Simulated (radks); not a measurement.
Effect of the nuclear size on neutral iridium, [Xe] 4f14 5d7 6s2. Calculated with a radial shooting solver on a logarithmic mesh with Libxc functionals: Dirac Kohn-Sham, exchange-only LDA, spin-unpolarised, spherical densities, finite nucleus; open shells fill j = l - 1/2 first; Fermi nuclear charge, rms radius 5.4032 fm. The rms radius is varied about that value; shifts are against it.

rms radius (fm) = 4.6413: total energy shift (eV) -20.9; density at nucleus (e/bohr^3) 1.92e+06; 1s1/2 shift (meV) -8410; 2s1/2 shift (meV) -1220; 4p1/2 shift (meV) -0.491; 5s1/2 shift (meV) -12.5; 5p1/2 shift (meV) 0.542; 6s1/2 shift (meV) -0.813; 6p1/2 (empty) shift (meV) 0.247
rms radius (fm) = 5.1492: total energy shift (eV) -7.18; density at nucleus (e/bohr^3) 1.847e+06; 1s1/2 shift (meV) -2890; 2s1/2 shift (meV) -419; 4p1/2 shift (meV) -0.171; 5s1/2 shift (meV) -4.29; 5p1/2 shift (meV) 0.186; 6s1/2 shift (meV) -0.280; 6p1/2 (empty) shift (meV) 0.085
rms radius (fm) = 5.4032: total energy shift (eV) 0; density at nucleus (e/bohr^3) 1.813e+06; 1s1/2 shift (meV) 0.000; 2s1/2 shift (meV) 0.000; 4p1/2 shift (meV) 0.000; 5s1/2 shift (meV) 0.000; 5p1/2 shift (meV) 0.000; 6s1/2 shift (meV) 0.000; 6p1/2 (empty) shift (meV) 0.000
rms radius (fm) = 5.7652: total energy shift (eV) 10.6; density at nucleus (e/bohr^3) 1.769e+06; 1s1/2 shift (meV) 4270; 2s1/2 shift (meV) 618; 4p1/2 shift (meV) 0.255; 5s1/2 shift (meV) 6.33; 5p1/2 shift (meV) -0.274; 6s1/2 shift (meV) 0.413; 6p1/2 (empty) shift (meV) -0.126
rms radius (fm) = 6.4946: total energy shift (eV) 33.2; density at nucleus (e/bohr^3) 1.691e+06; 1s1/2 shift (meV) 13400; 2s1/2 shift (meV) 1940; 4p1/2 shift (meV) 0.810; 5s1/2 shift (meV) 19.8; 5p1/2 shift (meV) -0.858; 6s1/2 shift (meV) 1.29; 6p1/2 (empty) shift (meV) -0.393

Slopes of the eigenvalues against <r^2> in GHz/fm^2, as finite differences over the two radii next to the reference (eigenvalue slopes, not the field-shift constants of lines): 1s1/2 258000, 2s1/2 37300, 4p1/2 15.3, 5s1/2 382, 5p1/2 -16.6, 6s1/2 24.9, 6p1/2 (empty) -7.57.
